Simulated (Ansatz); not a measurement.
Gas-phase electronic energies from Ansatz, PBE0-D4/def2-TZVP geometries. CBS: MP2 limit from def2 TZ/QZ plus the TZ coupled-cluster correction, frozen cores. This one scheme is used for every species, atoms too. DFT in def2-TZVPP. B3LYP here is the variant with VWN-RPA as its local correlation; programs differ in this. No spin–orbit coupling; open shells (•) take unrestricted orbitals. Spin–orbit coupling would lower the free atoms: a little for B, C, S. Each species was taken in one conformer, which may not be the lowest.

Reaction (atomization): `CNBC=S` → B• + 2 C• + 6 H• + N• + S•

Task: What is ΔE at CCSD(T)/CBS? (Estimate.)

Result: Ansatz gave: +4190.2 kJ/mol.

Task: What do these levels give: PBE-D4, r2SCAN-D4, PBE0-D4, B3LYP-D4, ωB97M-V, B2PLYP, r2SCAN, MP2/def2-TZVPP, SCS-MP2/def2-TZVPP, CCSD/def2-TZVPP, HF/def2-QZVPP, CCSD/CBS(def2)? (Estimate.)

Result: Computed: PBE-D4 4323.5, r2SCAN-D4 4216.0, PBE0-D4 4235.9, B3LYP-D4 4224.3, ωB97M-V 4227.5, B2PLYP 4170.2, r2SCAN 4210.4, MP2/def2-TZVPP 4148.5, SCS-MP2/def2-TZVPP 4134.7, CCSD/def2-TZVPP 4007.7, HF/def2-QZVPP 3035.6, CCSD/CBS(def2) 4117.9 kJ/mol.

Largest T1 diagnostic among the species: 0.016.

In def2-TZVPP, CCSD(T) changes the Hartree–Fock value by +1049.5 kJ/mol (the triples alone add +72.3 kJ/mol) and MP2 by +1118.1 kJ/mol; breaking electron pairs costs correlation energy, which Hartree–Fock lacks. From PBE to PBE0 (25 % exact exchange), in def2-TZVPP and without D4, ΔE moves by −84.2 kJ/mol: exact exchange takes away binding that semilocal exchange gives to molecules. The D4 term adds +35.7 kJ/mol with B3LYP and +18.9 kJ/mol with PBE0; it sums over pairs of atoms, weighted by their polarisabilities, and B3LYP, whose exchange is more repulsive, gets the larger term.

For atomizations the MP2-based limit and the directly extrapolated one differ by several kJ/mol either way, and by 10 to 25 for some Ge, Se and Sn compounds, so smaller differences from it don't rank the levels.
